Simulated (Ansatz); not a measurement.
Consider the ligand exchange at a B–C bond: `N=CB(O)Cl` + silanol → `OB(Cl)O[SiH3]` + `C=N`.

Computed with Ansatz on PBE0-D4/def2-TZVP structures; ΔE is electronic, products minus reactants. CCSD(T)/CBS adds triple-zeta CCSD(T) − MP2 to the extrapolated MP2 energy (def2 sets, frozen cores). This one scheme is used for every species. Functionals use def2-TZVPP. HSE06 is defined as in plane-wave codes. One conformer a species, not always the lowest.

```csv
level,ΔE (kcal/mol),difference from CCSD(T)/CBS
revPBE-D4,-25.6,2.4
B97M-V,-28.6,-0.6
HSE06-D4,-27.3,0.7
CAM-B3LYP-D4,-29.6,-1.6
revPBE,-25.6,2.4
CAM-B3LYP,-29.4,-1.4
HF/def2-TZVPP,-33.1,-5.1
CCSD(T)/def2-TZVPP,-28.4,-0.4
HF/CBS(def2),-33.4,-5.4
CCSD/CBS(def2),-28.8,-0.8
CCSD(T)/CBS,-28.0,0
```

Largest T1 diagnostic among the species: 0.013.

In def2-TZVPP, CCSD(T) changes the Hartree–Fock value by +4.7 kcal/mol (the triples alone add +0.8 kcal/mol) and MP2 by +4.9 kcal/mol. At CCSD(T), def2-SVP lies −3.5 kcal/mol from the extrapolated value and def2-TZVPP −0.4 kcal/mol. Leaving LDA and LC-ωPBE aside and taking each functional with its dispersion term where it has one, the values, not all of them listed here, spread over 5.2 kcal/mol, from BHLYP-D4 to revPBE-D4.
